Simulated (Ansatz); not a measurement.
System: H₅BSiO, charge 0, singlet. H5BSiO (SMILES BO[SiH3]).
B3LYP-D3(BJ)/def2-TZVP minimum from Ansatz (a first-principles code):
```
O
B 1 1.3486
H 2 1.1942 1 118.15
H 2 1.1995 3 121.85 1 -180.00
Si 1 1.6612 2 133.93 3 -180.00
H 5 1.4769 1 107.89 2 120.54
H 5 1.4769 6 110.09 1 -117.50
H 5 1.4805 6 110.35 7 -122.05
```
Charge 0, spin multiplicity 1.

Property: atomisation energy (electronic, to ground-state atoms), in kcal/mol. Radicals and triplets start from unrestricted determinants; spin-orbit coupling is neglected. CBS(X,Y): correlation extrapolated as X^-3, Hartree-Fock from the larger set. A bracket is a step between two methods taken in the basis named. Functionals run without relativity, which enters their misses. Double hybrids freeze cores in their MP2 part. '+ core + X2C': CCSD(T) terms for core correlation (cc-pwCVTZ, 1s frozen past Ne) and scalar relativity (cc-pVTZ-DK). Where a partner has so few electrons that a lower coupled-cluster level is exact, that level stands in.

CCSD(T)/CBS(cc-pV(T+d)Z,cc-pV(Q+d)Z) + [CCSDT(Q) - CCSD(T)]/cc-pV(D+d)Z + core + X2C (Ansatz) gives 665.9 kcal/mol.

What does PBE/def2-TZVPD (Ansatz) give here, and how do the other levels compare?

PBE gives 658.4 kcal/mol, 7.5 kcal/mol below it. Differences of the others: B2PLYP/def2-TZVPD (Ansatz) -8.2; CCSD(T)/CBS(cc-pV(T+d)Z,cc-pV(Q+d)Z) + core + X2C (Ansatz) -0.4 kcal/mol. Nearer than PBE: CCSD(T)/CBS(cc-pV(T+d)Z,cc-pV(Q+d)Z) + core + X2C.
